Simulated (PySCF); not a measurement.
## Polarisability and C₆ of N (nitrogen, neutral)

[He] 2s2 2p3, high-spin 4S determinant. All numbers are calculated (PySCF 2.14, the non-relativistic Hamiltonian (point nucleus), in aug-cc-pwCVDZ (5s4p2d, 27 functions)). Coupled (time-dependent) response in atomic units; α is the mean over directions. A double-zeta set is small for polarisabilities.

```csv
method,mean α (bohr³),C₆ (like pair),S(−4)
UHF,6.820,22.25,25.52
PBE,7.436,25.25,30.71
PBE0,7.133,23.99,26.86
M06-L,7.224,24.69,27.18
CAM-B3LYP,7.020,23.46,25.74
```

S(−4) is the Cauchy moment in α(ω) = α(0) + S(−4) ω² + …

Reference α: 7.4 ± 0.2 bohr³ (recommended; Schwerdtfeger and Nagle, table of static dipole polarizabilities (2023 update)). Published C₆: 24.20 (Chu and Dalgarno (2004); Tang, Norbeck and Certain (1976)).

α(iu) at PBE:

```tsv
u (hartree)	α(iu) (bohr³)
0	7.436
0.0500	7.361
0.100	7.149
0.200	6.464
0.300	5.674
0.500	4.290
0.750	3.063
1.00	2.245
1.50	1.316
2.00	0.8516
3.00	0.4352
5.00	0.1756
```

A single London oscillator, α(iu) = α/(1 + u²/ω²), gives C₆ = (3/4) ω α². Matching the computed C₆ needs ω = 4 × 25.25 / (3 × 7.436²) = 0.609 hartree.
